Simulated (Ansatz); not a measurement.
Isolated molecules relaxed with PBE0-D4/def2-TZVP in Ansatz; ΔE leaves out vibrations. CBS: MP2 limit from def2 TZ/QZ plus the TZ coupled-cluster correction, frozen cores. DFT in def2-TZVPP. For Ge outer-core shells are correlated without core-valence functions, which leaves a few kJ/mol of doubt a bond. Scalar relativity is left out up to krypton. Each species was taken in one conformer, which may not be the lowest.

Consider the redistribution: `O[SiH](Cl)[SiH2]Cl` + `CC#[C][GeH3]` → `CC#C[SiH2]Cl` + `O[SiH](Cl)[GeH3]`.

`O[SiH](Cl)[SiH2]Cl`:

```xyz
9

O    -0.055    1.219   -1.593
Si   -0.374    1.012   -0.003
Cl   -2.395    0.828    0.349
Si    0.600   -0.995    0.723
Cl    0.250   -2.307   -0.842
H    -0.165    0.454   -2.164
H     0.089    2.241    0.676
H    -0.020   -1.555    1.948
H     2.070   -0.899    0.907
```

`CC#[C][GeH3]`:

Cartesian coordinates in Å:
```
C -0.235 -2.240 0.232
C -0.088 -0.807 0.082
C 0.036 0.388 -0.043
Ge 0.237 2.259 -0.234
H 0.651 -2.763 -0.134
H -1.099 -2.604 -0.329
H -0.377 -2.509 1.282
H -0.976 2.965 0.387
H 0.331 2.607 -1.726
H 1.519 2.704 0.483
```

`CC#C[SiH2]Cl`:

```xyz
10

C    -1.250    1.077    1.532
C    -0.474    0.397    0.520
C     0.178   -0.174   -0.323
Si    1.146   -1.025   -1.586
Cl    2.828   -1.853   -0.743
H    -1.113    2.159    1.464
H    -0.944    0.757    2.532
H    -2.315    0.860    1.416
H     0.358   -2.125   -2.185
H     1.588   -0.072   -2.627
```

`O[SiH](Cl)[GeH3]`:

```xyz
9

O     1.553   -1.211    0.678
Si    1.008    0.113   -0.119
Cl    1.357   -0.065   -2.146
Ge   -1.334    0.449    0.143
H     1.157   -2.060    0.473
H     1.836    1.233    0.379
H    -1.690    0.698    1.618
H    -2.085   -0.806   -0.334
H    -1.802    1.650   -0.692
```

| level | ΔE (eV) |
| --- | --- |
| r2SCAN-D4 | -0.47 |
| PBE0-D4 | -0.42 |
| ωB97X-V | -0.40 |
| PBE | -0.44 |

(1) What does CCSD(T)/CBS give? (An estimate is asked.)

Largest T1 diagnostic among the species: 0.012.

## Answers

(1) Computed: -0.43 eV. The listed levels differ from it by -0.04, 0.01, 0.03, -0.01 eV.

The D4 term adds +0.03 eV with B3LYP and +0.02 eV with PBE0; it sums over pairs of atoms, weighted by their polarisabilities, and B3LYP, whose exchange is more repulsive, gets the larger term.

B3LYP here is the variant with VWN-RPA as its local correlation; programs differ in this.

CCSD(T)/CBS has its own doubt, a few kJ/mol and more with outer-core shells, so smaller differences from it don't rank the levels.
